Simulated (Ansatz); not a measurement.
Q: Name a neutral molecule of Ga, O, S, Si and H with ideal-gas entropy at 298 K and 1 bar (rigid rotor, harmonic PBE0-D4/def2-TZVP) between 384 and 400 J/(mol·K) and size of the dipole moment (PBE/def2-TZVPP) between 0.30 and 0.60 D (Ansatz, PBE0-D4/def2-TZVP geometry).

A: `[OH][Ga]([SiH3])[SH]` (385 J/(mol·K), 0.51 D). Other molecules can fit too; these were computed, each in one conformer that needn't be the lowest.
